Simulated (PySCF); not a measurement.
**Electron correlation in Ge (germanium, neutral)**

[Ar] 3d10 4s2 4p2, high-spin 3P determinant. All numbers are calculated (PySCF 2.14, no relativity, point nucleus, in def2-TZVP (6s5p4d1f, 48 functions)). Frozen: [Ar] 3d10; 4 electrons correlated.

MP2 pair energies summed by pair of shells (mhartree):

```json
{"pair": "4s-4p", "energy": "-30.04", "share (%)": "60.2"}
{"pair": "4s-4s", "energy": "-15.10", "share (%)": "30.2"}
{"pair": "4p-4p", "energy": "-4.79", "share (%)": "9.6"}
```

Total MP2 correlation energy: -49.94 mhartree.

Same-spin part -8.52 and opposite-spin part -41.42 mhartree; SCS-MP2 scales them by 1/3 and 6/5 to -52.54 mhartree.

```csv
level,correlation energy (mhartree)
CCSD,-64.78
(T),-1.81
CCSD(T),-66.59
```

Diagnostics: T1 = 0.0092, D1 = 0.0247, largest double amplitude 0.095.

Cost of the coupled-cluster step: 0.88 s of wall time on 1 thread of Neoverse-N1 (shared host), for 4 correlated electrons.

Iterations:

```
CC2 = 0
CCSD nocc = (np.int64(3), np.int64(1)), nmo = (34, 34)
frozen orbitals [[0, 1, 2, 3, 4, 5, 6, 7, 8, 9, 10, 11, 12, 13], [0, 1, 2, 3, 4, 5, 6, 7, 8, 9, 10, 11, 12, 13]]
max_cycle = 100
direct = 0
conv_tol = 1e-08
conv_tol_normt = 1e-06
diis_space = 8
diis_start_cycle = 0
Init t2, MP2 energy = -0.04993710606447
Init E_corr(UCCSD) = -0.0499371060646296
cycle = 1  E_corr(UCCSD) = -0.0603376971702987  dE = -0.0104005911  norm(t1,t2) = 0.0478353
cycle = 2  E_corr(UCCSD) = -0.0631301198409068  dE = -0.00279242267  norm(t1,t2) = 0.018116
cycle = 3  E_corr(UCCSD) = -0.0647813980257507  dE = -0.00165127818  norm(t1,t2) = 0.00835061
cycle = 4  E_corr(UCCSD) = -0.0647743823199028  dE = 7.01570585e-06  norm(t1,t2) = 0.00158752
cycle = 5  E_corr(UCCSD) = -0.0647836015919856  dE = -9.21927208e-06  norm(t1,t2) = 0.000222345
cycle = 6  E_corr(UCCSD) = -0.0647810143861806  dE = 2.5872058e-06  norm(t1,t2) = 4.98999e-05
cycle = 7  E_corr(UCCSD) = -0.0647823676985612  dE = -1.35331238e-06  norm(t1,t2) = 7.37673e-06
cycle = 8  E_corr(UCCSD) = -0.0647819944140335  dE = 3.73284528e-07  norm(t1,t2) = 1.69212e-06
cycle = 9  E_corr(UCCSD) = -0.0647820267985004  dE = -3.23844669e-08  norm(t1,t2) = 3.16507e-07
cycle = 10  E_corr(UCCSD) = -0.0647820322825411  dE = -5.48404064e-09  norm(t1,t2) = 8.20666e-08
UCCSD converged
E(UCCSD) = -2075.385784653648  E_corr = -0.06478203228254106
UCCSD(T) correction = -0.00180662877045349
```
